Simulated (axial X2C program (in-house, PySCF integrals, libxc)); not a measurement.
## Nuclear properties of AlRu

Computed with an in-house all-electron X2C program for linear molecules (integrals from PySCF): two-component X2C with atomic mean-field Coulomb and Gaunt terms, Gaussian nuclei, basis Ru dyall-cv3z, Al dyall-v3z with contracted cores.

R = 2.272 Å (near the PBE0 minimum at charge 0 of the determinant lowest at the starting distance; the state shown can have its own minimum elsewhere).

Input and command:
```json
{"zs": [44, 13], "q": 0, "bas": ["dyall-cv3z", "dyall-v3z"], "r0": 2.51, "levels": ["PBE0", "HF", "BP86", "LDA", "BHandHLYP"], "nst": 3}
```
```bash
python soeom.py task.json out
```

Keys: zs atomic numbers; q charge; bas basis sets; r0 starting distance in Å; levels methods; nst determinants followed.

Determinant lowest in the PBE0 search, Ω = 3/2 (⟨Sz⟩ = 1.49, ⟨Lz⟩ = 0.01 at PBE0), spin on the atoms Ru 1.49, Al 0.01:

```json
{"level": "PBE0", "Eeff magnitude (GV/cm)": "0.0492", "Ws magnitude Ru (kHz)": "0.0337", "Ws magnitude Al (kHz)": "0.0109", "A∥/gI Ru (MHz)": "1280", "qzz Ru (a.u.)": "-4.47", "A∥/gI Al (MHz)": "31.4", "qzz Al (a.u.)": "-0.83", "μ (D)": "-0.87"}
{"level": "HF", "Eeff magnitude (GV/cm)": "3.87", "Ws magnitude Ru (kHz)": "1.45", "Ws magnitude Al (kHz)": "0.0148", "A∥/gI Ru (MHz)": "324", "qzz Ru (a.u.)": "-3.63", "A∥/gI Al (MHz)": "-17", "qzz Al (a.u.)": "-1.13", "μ (D)": "-0.73"}
{"level": "BP86", "Eeff magnitude (GV/cm)": "0.698", "Ws magnitude Ru (kHz)": "0.276", "Ws magnitude Al (kHz)": "0.0105", "A∥/gI Ru (MHz)": "1370", "qzz Ru (a.u.)": "-4.77", "A∥/gI Al (MHz)": "44.8", "qzz Al (a.u.)": "-0.78", "μ (D)": "-0.61"}
{"level": "LDA", "Eeff magnitude (GV/cm)": "0.636", "Ws magnitude Ru (kHz)": "0.257", "Ws magnitude Al (kHz)": "0.0121", "A∥/gI Ru (MHz)": "1460", "qzz Ru (a.u.)": "-4.86", "A∥/gI Al (MHz)": "57", "qzz Al (a.u.)": "-0.73", "μ (D)": "-0.30"}
{"level": "BHandHLYP", "Eeff magnitude (GV/cm)": "0.755", "Ws magnitude Ru (kHz)": "0.214", "Ws magnitude Al (kHz)": "0.0127", "A∥/gI Ru (MHz)": "1250", "qzz Ru (a.u.)": "-4.31", "A∥/gI Al (MHz)": "31.8", "qzz Al (a.u.)": "-0.87", "μ (D)": "-0.71"}
```

Eeff is the effective electric field on the electron electric dipole moment in this Ω state and Ws the scalar–pseudoscalar constant of the nucleus named (defined with the proton number Z and per Ω); A∥ (defined per Ω) follows by multiplying with gI = μI/(I μN); qzz is the electric field gradient, eQq0 = 234.96 MHz × Q/barn × qzz; μ is positive if the Al end (last atom) is positive. The operators were transformed with the bare-nucleus X2C matrices; with these basis sets, hyperfine constants and field gradients can be off by tens of per cent, and where levels differ in sign neither size nor sign is settled.

Question: With Q(101Ru) = 0.457 barn, Q(27Al) = 0.1466 barn (Q from Pyykkö, Mol. Phys. 2018), turn the PBE0 values of the first state into constants in MHz.

Answer: eQq0(101Ru) = 234.96 × (0.457) × (-4.47) = -480 MHz; eQq0(27Al) = 234.96 × (0.1466) × (-0.83) = -28.6 MHz.

Each state is one determinant with collinear spin, which with several unpaired electrons need not be a pure state. Unrestricted Hartree–Fock can overshoot spin polarisation at the nuclei. In the state Ω = 3/2 the sign of Eeff differs between levels (HF, BP86, LDA against PBE0). This is the top spin component of a Σ state; components of lower Ω are not single determinants and can lie lower. With several open shells hyperfine constants can be off by a factor of several. Where Eeff spreads by more than a factor of two the levels disagree and none is to be relied on. States lie within half an eV, so the first need not be the ground state. The sign of Ws at Ru differs between levels in the first state. The sign of Ws at Al differs between levels in the first state. Further determinants of the search, some of them spin-mixed, are not shown. Where a field gradient or hyperfine factor spreads by more than a factor of two over the levels, a constant derived from it is not to be relied on.
